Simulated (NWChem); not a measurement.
SnBrF, singlet; SMILES [Br][Sn][F]

All runs: NWChem. Low-valent species are run as closed-shell singlets; no triplet was tried in these runs. Structure relaxed at the PBE0/def2-SVP level. def2 effective core potentials on Sn; no spin-orbit coupling. Vertical excitations in the gas phase.

Question: Estimate the computed values for CAM-B3LYP/def2-SVP, TDA. Quantities: lowest excitation, singlet (eV); oscillator strength of that lowest state; lowest state with f > 0.02, singlet (eV); oscillator strength of that bright state; orbital gap (eV).

Answer: The lowest excitation, singlet (eV) comes out as 4.00 and the oscillator strength of that lowest state comes out as 0.043. The lowest state with f > 0.02, singlet (eV) comes out as 4.00, the oscillator strength of that bright state comes out as 0.043 and the orbital gap (eV) is 7.09.
